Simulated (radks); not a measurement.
Effect of the nuclear size on the silver ion Ag+, [Kr] 4d10. All-electron calculation, Dirac Kohn-Sham, exchange-only LDA, spin-unpolarised, spherical densities, finite nucleus; Fermi nuclear charge, rms radius 4.5454 fm. Program: a radial shooting solver on a logarithmic mesh with Libxc functionals. The rms radius is varied about that value; shifts are against it.

rms radius (fm) = 3.8863: total energy shift (eV) -0.758; density at nucleus (e/bohr^3) 1.482e+05; 1s1/2 shift (meV) -319; 2s1/2 shift (meV) -35.7; 4s1/2 shift (meV) -1.30; 5s1/2 (empty) shift (meV) -0.116
rms radius (fm) = 4.2499: total energy shift (eV) -0.353; density at nucleus (e/bohr^3) 1.464e+05; 1s1/2 shift (meV) -149; 2s1/2 shift (meV) -16.6; 4s1/2 shift (meV) -0.604; 5s1/2 (empty) shift (meV) -0.054
rms radius (fm) = 4.5454: total energy shift (eV) 0; density at nucleus (e/bohr^3) 1.451e+05; 1s1/2 shift (meV) 0.000; 2s1/2 shift (meV) 0.000; 4s1/2 shift (meV) 0.000; 5s1/2 (empty) shift (meV) 0.000
rms radius (fm) = 4.7999: total energy shift (eV) 0.320; density at nucleus (e/bohr^3) 1.44e+05; 1s1/2 shift (meV) 135; 2s1/2 shift (meV) 15.1; 4s1/2 shift (meV) 0.548; 5s1/2 (empty) shift (meV) 0.049
rms radius (fm) = 5.159: total energy shift (eV) 0.797; density at nucleus (e/bohr^3) 1.426e+05; 1s1/2 shift (meV) 336; 2s1/2 shift (meV) 37.6; 4s1/2 shift (meV) 1.36; 5s1/2 (empty) shift (meV) 0.122

Slopes of the eigenvalues against <r^2> in GHz/fm^2, as finite differences over the two radii next to the reference (eigenvalue slopes, not the field-shift constants of lines): 1s1/2 13800, 2s1/2 1540, 4s1/2 55.9, 5s1/2 (empty) 5.02.
